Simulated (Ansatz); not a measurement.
Consider the redistribution: `[SiH3]BS[SiH3]` + `C[SiH](O)[GaH2]` → `O[SiH]([SiH3])[GaH2]` + `CBS[SiH3]`.

Calculated with Ansatz (gas phase, PBE0-D4/def2-TZVP geometries, no zero-point term in ΔE). CCSD(T)/CBS is the MP2 limit (def2-TZVPP, def2-QZVPP) plus CCSD(T) − MP2 in def2-TZVPP, frozen cores. For Ga outer-core shells are correlated without core-valence functions, which leaves a few kJ/mol of doubt a bond. Scalar relativity is left out up to krypton. One conformer a species, not always the lowest.

```tsv
level	ΔE (kcal/mol)
CCSD(T)/def2-SVP	-5.5
HF/def2-TZVPP	-4.5
```

(1) What does CCSD(T)/CBS give? (Best estimate.)

Largest T1 diagnostic among the species: 0.015.

## Answers

(1) The calculation gave: -4.8 kcal/mol. The listed levels differ from it by -0.7, 0.3 kcal/mol.

Leaving LDA and LC-ωPBE aside and taking each functional with its dispersion term where it has one, the values, not all of them listed here, spread over 2.1 kcal/mol, from B97M-V to ωB97M-V.
